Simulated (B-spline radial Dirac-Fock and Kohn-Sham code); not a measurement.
**Total conversion coefficients of Ce against transition energy**

These are calculated numbers from an atomic code on a B-spline grid; the model is a Dirac-Hartree-Slater potential of the neutral atom with a Latter tail (no hole, which puts coefficients of high multipoles low close above an edge), finite nucleus with surface currents. Subshells within 1 keV of threshold and pair formation are left out.

```csv
energy (keV),E1,E5,M2,M3,M4,M5
14.5,8.66,1.88e+10,14200,4.06e+06,5.34e+08,4.69e+10
18.8,4.21,2.32e+09,4190,763000,7.48e+07,5.26e+09
20,3.54,1.42e+09,3140,514000,4.71e+07,3.13e+09
20.3,3.39,1.27e+09,2930,468000,4.21e+07,2.77e+09
24.1,2.10,3.29e+08,1320,159000,1.18e+07,6.66e+08
27.3,1.48,1.25e+08,746,73000,4.72e+06,2.39e+08
38.5,0.559,8.80e+06,158,9010,397000,1.47e+07
44.8,2.12,2.75e+06,261,4410,138000,4.37e+06
50,1.59,1.19e+06,170,2550,65700,1.84e+06
78.3,0.477,39400,29.9,302,3960,62700
100,0.244,6320,11.9,99.0,974,11300
186,0.0444,75.8,1.26,6.62,36.8,220
188,0.0431,70.5,1.21,6.33,34.9,207
198,0.0375,49.9,1.01,5.10,26.9,152
200,0.0365,46.7,0.975,4.89,25.6,144
226,0.0263,21.0,0.642,2.96,14.1,71.0
298,0.0127,3.86,0.255,0.979,3.81,15.4
330,0.00982,2.16,0.184,0.660,2.39,8.94
500,0.00360,0.260,0.0507,0.143,0.399,1.12
590,0.00249,0.125,0.0312,0.0807,0.205,0.522
668,0.00190,0.0752,0.0218,0.0533,0.127,0.301
881,0.00108,0.0268,0.0102,0.0221,0.0460,0.0950
909,0.00102,0.0241,0.00936,0.0201,0.0413,0.0839
1000,0.000849,0.0175,0.00727,0.0150,0.0297,0.0579
1580,0.000377,0.00443,0.00229,0.00412,0.00698,0.0115
1800,0.000304,0.00313,0.00168,0.00292,0.00478,0.00757
2000,0.000257,0.00238,0.00131,0.00223,0.00355,0.00547
2030,0.000251,0.00229,0.00126,0.00215,0.00341,0.00523
```

Q: How fast do they fall between 1800 and 2030 keV?

A: As powers of the energy: E1 E^-1.60, E5 E^-2.57, M2 E^-2.35, M3 E^-2.57, M4 E^-2.81, M5 E^-3.07. Within one type (E or M) the higher multipoles fall faster.
